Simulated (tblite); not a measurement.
C5H8F3PS2.
Z-matrix (Å and degrees, GFN2-xTB geometry), rows numbered from 1:
```
F 
C   1  1.3335
F   2  1.3410  1  107.22
F   2  1.3335  1  108.29  3   115.35
P   2  1.9024  1  110.71  3  -123.16
S   5  1.9250  2  114.99  1   -59.98
C   5  1.8432  2  100.57  1    66.83
C   7  1.5218  5  107.12  2   166.11
S   8  1.8207  7  111.55  5   -69.64
C   9  1.8207  8   99.35  7    66.67
C  10  1.5218  9  111.56  8   -66.64
H   7  1.0958  5  107.77  2   -74.94
H   7  1.0932  5  110.97  2    44.91
H   8  1.0893  7  111.22  5   172.99
H   8  1.0931  7  110.93  5    51.14
H  10  1.0893  9  105.41  8   172.52
H  10  1.0931  9  108.25  8    55.69
H  11  1.0932  5  111.00  2   -44.86
H  11  1.0958  5  107.75  2    74.98
```

Method: GFN2-xTB as coded in tblite; computed harmonic values from a numerical Hessian at the method's own geometry, unscaled. This tight-binding method is rough: wavenumbers can miss measured ones by several per cent, in bad cases by 10 to 20. One conformer, not necessarily the lowest.

Harmonic wavenumbers (cm⁻¹): 28.6, 66.0, 93.8, 107.7, 139.3, 179.3, 203.4, 231.8, 251.3, 264.0, 293.3, 336.3, 375.5, 464.1, 465.9, 482.2, 602.0, 666.8, 670.9, 676.3, 700.9, 783.5, 802.8, 851.1, 856.1, 928.9, 1018.8, 1027.9, 1045.0, 1051.1, 1074.9, 1081.9, 1092.9, 1111.4, 1142.8, 1235.3, 1239.4, 1242.6, 1256.4, 1387.1, 1394.0, 1426.2, 1432.5, 2925.2, 2925.6, 2948.6, 2949.0, 2954.6, 2957.9, 3008.1, 3008.7.

A = 1123, B = 537.5, C = 481.5 MHz; mass 219.976 u (most abundant isotopes); point group Cs, symmetry number 1.

Zero-point energy?

½Σν̃ = 27730 cm⁻¹ = 331.72 kJ/mol.

Give the ideal-gas entropy at 350 K and 1 bar in the rigid-rotor, harmonic-oscillator model (classical rotation).

Translation 179.45, rotation 133.30, vibration 191.16: S = 503.9 J/(mol K).

And Cp and H(350 K) − H(0)?

Cp = 219.52 J/(mol K), of which vibrations give 186.26 (their classical limit is 51 R = 424.0); H(350 K) − H(0) = 45.96 kJ/mol without the zero-point energy, 34.32 from vibrations.

Which modes carry the vibrational entropy at 350 K?

28.6 cm⁻¹: 26.12; 66.0 cm⁻¹: 19.19; 93.8 cm⁻¹: 16.29; 107.7 cm⁻¹: 15.16; 139.3 cm⁻¹: 13.06; 179.3 cm⁻¹: 11.04 J/(mol K); the other 45 give 90.31 together.

How do the functions run with temperature in this model?

| T (K) | S (J/(mol K)) | Cp (J/(mol K)) | H − H(0) (kJ/mol) | G − H(0) (kJ/mol) | ln q(vib) |
| --- | --- | --- | --- | --- | --- |
| 150 | 364.2 | 121.8 | 11.61 | -43.02 | 4.27 |
| 250 | 438.3 | 172.2 | 26.33 | -83.25 | 7.78 |
| 298.15 | 470.6 | 195.7 | 35.19 | -105.14 | 9.44 |
| 400 | 534.6 | 240.3 | 57.47 | -156.38 | 12.87 |
| 600 | 644.9 | 302.6 | 112.27 | -274.65 | 19.28 |
| 900 | 778.8 | 356.3 | 211.90 | -489.01 | 27.96 |

q(vib) and H(0) count from the zero-point level.

What must be added to the electronic energy to get the Gibbs energy at 350 K and 1 bar?

ZPE + [H(350 K) − H(0)] − T·S = 331.72 + 45.96 − 176.37 = 201.31 kJ/mol.

Blend soft modes into free rotors: weight 1/[1 + (100 cm⁻¹/ν̃)⁴] for the oscillator and the rest for a rotor with moment μB/(μ + B), μ = h/(8π²ν), B = 10⁻⁴⁴ kg m². What vibrational entropy results?

175.29 J/(mol K) in place of 191.16, which changes −T·S at 350 K by +5.55 kJ/mol.

Hindered rotation and anharmonicity are outside this model. Other conformers, if any are populated, would add a mixing term that is left out.
